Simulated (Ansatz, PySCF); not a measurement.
Hf(Me)2(H)2 (C2H8Hf), SMILES [CH3][HfH2][CH3], multiplicity 1.

Geometry: r2SCAN-D4/def2-SVP. The spin state was assumed, not searched. The structure was generated by enumeration; whether it is a known compound was not checked. The def2 effective core potentials stand for the cores of Hf; spin–orbit coupling is left out.

Vertical ionisation energy (IE) and electron affinity (EA) in eV. Rows of orbital energies are one-electron estimates. Where ΔSCF, EOM or ADC give a negative EA the extra electron is unbound and the value depends on the basis.

```csv
level,IE,EA
"−ε(HOMO), −ε(LUMO), ωB97X/def2-TZVPD (PySCF)",…,…
"−ε(HOMO), −ε(LUMO), PBE/def2-TZVPD (PySCF)",6.51,2.20
"ΔSCF, PBE0/def2-SVPD (Ansatz), final states of multiplicity 2 and 2",9.70,-0.28
"ΔSCF, PBE/def2-SVPD (Ansatz), final states of multiplicity 2 and 2",9.31,-0.25
```

Question: Fill in the missing entries. (Estimate from the structure and the level; the computed values follow.)

Answer: 
- −ε(HOMO), −ε(LUMO), ωB97X/def2-TZVPD (PySCF), IE: 10.24
- −ε(HOMO), −ε(LUMO), ωB97X/def2-TZVPD (PySCF), EA: -0.63

Question: What vertical singlet–triplet gap does ΔSCF give with PBE0/def2-SVPD (Ansatz, a first-principles code) and with PBE/def2-SVPD (Ansatz)? (Estimate from the structure and the level; the computed values follow.)

Answer: 4.28 and 3.98 eV (triplet above singlet where positive).
